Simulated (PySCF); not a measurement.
**Does the structure fit the spectrum?**

A compound C₅H₁₁ClO₂Si₂ gives the data below (simulated from a calculation) and was assigned the structure `CO[SiH2]/C=C(/[SiH2]Cl)C(C)=O`.

$^{13}$C{$^{1}$H} NMR (computed): δ 176.2 (C), 147.7 (C), 147.5 (CH), 67.8 (CH2), 23.3 (CH3).

$^{1}$H NMR (500 MHz, computed): δ 6.88 (t, 1H), 4.59 (d, 2H), 4.52 (q, 2H), 3.52 (t, 3H), 2.13 (s, 3H).

- coordinates at the GFN2-xTB level
- GIAO PBE0/pcSseg-1 shieldings
- code: PySCF 2.14
- gas phase, fast rotation and ring inversion assumed for equivalent nuclei, no relativistic terms, a single conformation

Chemical shifts δ = σref − σ; $^{1}$H (σref 31.72), $^{13}$C (σref 186.93) vs TMS, all at this level.

Q: Compare with the shifts computed for the proposed structure, pairing carbons in order of shift.

A: Numbering as in the mapped SMILES `[CH3:1][O:2][SiH2:3]/[CH:4]=[C:5](/[SiH2:6][Cl:7])[C:8]([CH3:9])=[O:10]`. Hydrogens are named by the atom that carries them.

```json
{"atom": "C8", "computed for proposal": "203.7", "given list": "176.2", "difference": "+27.5"}
{"atom": "C4", "computed for proposal": "195.2", "given list": "147.7", "difference": "+47.5"}
{"atom": "C5", "computed for proposal": "152.5", "given list": "147.5", "difference": "+5.0"}
{"atom": "C1", "computed for proposal": "52.7", "given list": "67.8", "difference": "-15.1"}
{"atom": "C9", "computed for proposal": "31.4", "given list": "23.3", "difference": "+8.1"}
```

The rms difference is 25.8 ppm and the largest +47.5 ppm at C4 (β carbon of a C=C–C=O unit). The carbon types in order of shift don't match either: C, CH, C, CH3, CH3 for the proposal against C, C, CH, CH2, CH3 in the data. The proposal doesn't fit.

Q: Which isomer fits?

A: SMILES C(C)(=O)OC/C=C(/Cl)[SiH2][SiH3].

1. Carbon types of the structure: 2 × C, 1 × CH, 1 × CH2, 1 × CH3, leaving 5 H on heteroatoms.
2. δC 176.2: ester carbonyl carbon; it is a carbonyl in resonance with an O or N lone pair, the region of acids, esters and amides.
3. δC 147.7: fully substituted alkene carbon; the olefinic region.
4. δC 147.5: alkene CH; an sp2 carbon of a C=C bond.
5. δC 67.8: allylic sp3 CH2 bonded to O; deshielded by the electronegative neighbour.

The data come from this structure; uniqueness wasn't tested.

Carbons that carry Cl, above all several Cl atoms, come out too deshielded, partly because spin–orbit coupling is missing. Shifts are as computed. Against solution values, carbons near 30 ppm lie about +3 ppm off and those near 130 ppm about +5 ppm; carbons on Cl a further +6 ppm. Of 1309 compounds with measured shifts, 239 miss one by over three times the rms of a fit or turn the order of signals round; such compounds aren't used in these exercises. Multiplicities follow the n + 1 count of equivalent neighbours, as no J values were calculated; m marks all less simple cases, F and P coupling included.
